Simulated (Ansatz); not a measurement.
Ansatz results at the PBE0-D4/def2-TZVP geometry: LUMO energy (ωB97M-V/def2-TZVPP) 0.30 eV; LUMO energy (B3LYP/def2-TZVPP) -1.50 eV; LUMO energy (PBE0/def2-TZVPP) -1.32 eV.

Each molecule was computed in one conformer, which needn't be the lowest.

Problem. Which molecule gave them?
A. `NC1(O)SS1`
B. `Cl[SiH]1CO[SiH2]O1`
C. `Cl[CH2][AlH][SeH]`
D. `[SiH3][SiH2][BH][GeH3]`

Solution. C. The others give `NC1(O)SS1`: 0.36, -1.95, -1.72; `Cl[SiH]1CO[SiH2]O1`: 1.85, -0.11, 0.10; `[SiH3][SiH2][BH][GeH3]`: -0.89, -2.94, -2.79.

B3LYP here is the variant with VWN-RPA as its local correlation; programs differ in this.
